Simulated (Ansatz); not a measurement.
Gas-phase electronic energies from Ansatz, PBE0-D4/def2-TZVP geometries. CBS: MP2 limit from def2 TZ/QZ plus the TZ coupled-cluster correction, frozen cores. This one scheme is used for every species. DFT in def2-TZVPP. One conformer a species, not always the lowest.

`C/C=C\BN` + HCl → `NBCl` + propene  (ligand exchange at a B–C bond)

`C/C=C\BN`:

```xyz
13

C    -1.026   -0.740    1.607
C    -0.139    0.414    1.297
C     0.437    0.697    0.122
B     0.313   -0.115   -1.190
N     0.972    0.317   -2.340
H    -1.181   -1.387    0.745
H    -2.001   -0.387    1.959
H    -0.604   -1.338    2.422
H     0.042    1.084    2.139
H     1.054    1.598    0.107
H    -0.333   -1.122   -1.281
H     1.540    1.148   -2.370
H     0.926   -0.170   -3.218
```

HCl:

Cartesian coordinates in Å:
```
Cl 0.473 -0.372 -0.216
H -0.473 0.372 0.216
```

`NBCl`:

Z-matrix (Å, degrees):
```
N
B 1 1.383
H 1 1.006 2 123.2
H 1 1.005 2 122.2 3 -180.0
Cl 2 1.768 1 119.7 3 -0.0
H 2 1.191 1 121.5 3 180.0
```

`C=CC`:

Cartesian coordinates in Å:
```
C -1.329 0.072 -0.386
C -0.082 -0.377 -0.383
C 1.015 0.143 0.481
H -1.640 0.880 0.269
H -2.083 -0.350 -1.040
H 0.183 -1.189 -1.058
H 1.423 -0.649 1.116
H 1.847 0.518 -0.124
H 0.666 0.953 1.124
```

```
  level  ΔE (kcal/mol)
 PBE-D4          -17.3
LC-ωPBE          -18.9
```

(1) What does CCSD(T)/CBS give? (An estimate is asked.)

Largest T1 diagnostic among the species: 0.012.

Answers

(1) Computed: -17.9 kcal/mol. The listed levels differ from it by 0.6, -1.0 kcal/mol.

At CCSD(T), def2-SVP lies −1.8 kcal/mol from the extrapolated value and def2-TZVPP +0.1 kcal/mol. In def2-TZVPP, CCSD(T) changes the Hartree–Fock value by +2.9 kcal/mol (the triples alone add +0.3 kcal/mol) and MP2 by +2.3 kcal/mol. The D4 term adds +1.0 kcal/mol with B3LYP and +0.6 kcal/mol with PBE0; it sums over pairs of atoms, weighted by their polarisabilities, and B3LYP, whose exchange is more repulsive, gets the larger term.

B3LYP here is the variant with VWN-RPA as its local correlation; programs differ in this.
